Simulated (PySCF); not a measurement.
Be(Et) (C2H5Be), SMILES [Be+][CH2]C, charge +1.

Geometry optimised at PBE0-D3(BJ)/def2-TZVP. The multiplicity is an assumed one; other spin states were not compared. The isomer is the one that the SMILES or the coordinates give; other isomers of the formula were not compared.

Level of theory: PySCF with IEF-PCM-PBE0/def2-SVP.

The values are the electrostatic part of the solvation free energy, E(continuum) − E(gas) at the gas-phase geometry, in a cavity of scaled van der Waals radii (PySCF's table); cavitation and dispersion terms are not included. A continuum can't describe solvent molecules that bind to the metal. In vacuum the orbital gap is 4.14 eV.

| solvent | ε | ΔG(elec) (kcal/mol) | gap (eV) |
|---|---|---|---|
| water | 78.36 | -86.5 | 6.03 |
| dichloromethane | 8.93 | ? | ? |
| diethylether | 4.24 | -64.6 | 5.40 |

Fill in the missing entries. (The exact figures need the calculation; the answer reports its results.)


- dichloromethane, ΔG(elec) (kcal/mol): -76.5
- dichloromethane, gap (eV): 5.73
